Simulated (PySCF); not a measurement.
Computed NMR parameters against published values

Cartesian coordinates in Å; atom numbers follow the order of the lines, from 1:
```xyz
12

O    -5.9698    1.5296    0.9937
S    -5.6759    1.3642   -0.4115
O    -6.2219    0.2952   -1.2165
Cl   -6.2468    3.1523   -1.3413
C    -3.9511    1.4139   -0.6365
C    -3.2649    0.8462   -1.6833
C    -1.8754    1.1003   -1.5824
C    -1.5618    1.8537   -0.4759
S    -2.9333    2.2608    0.4613
H    -3.7560    0.2754   -2.4718
H    -1.1326    0.7374   -2.2931
H    -0.5743    2.1815   -0.1513
```

Published estimates (parent shift plus substituent increments) and measurements: δ 1H H10 7.69; H12 7.65; H11 7.02 ppm (estimated from measurements, as parent shift plus tabulated substituent increment; solution, not stated per compound (mostly CDCl3 or CCl4); Pretsch, Buehlmann, Badertscher, Structure Determination of Organic Compounds, 4th ed. (2009)).

Method: PBE0-D3(BJ)/def2-SVP geometry, σ from GIAO-KT2/pcSseg-1, in PySCF 2.14.0 with density-fitted response routines (in vacuum, equivalent nuclei averaged, single conformer, relativity neglected).

Q: Set the calculated values beside the experiment.

A: 
Reference values: estimated from measurements, as parent shift plus tabulated substituent increment (solution, not stated per compound (mostly CDCl3 or CCl4); Pretsch, Buehlmann, Badertscher, Structure Determination of Organic Compounds, 4th ed. (2009)).
```
atoms  quantity  reference  computed
  H10      δ 1H       7.69      7.51
  H12      δ 1H       7.65      7.23
  H11      δ 1H       7.02      6.98
```

Computed shifts are σ(ref) − σ with the named reference compound (TMS for H and C) calculated as an isolated molecule at the same level.

Q: How far are the unscaled 1H shifts from the references?

A: Mean signed difference -0.21 ppm, mean absolute 0.21 ppm over 3 comparisons; the largest is -0.42 ppm at H12 (hydrogen on an aromatic CH next to the ring sulfur).
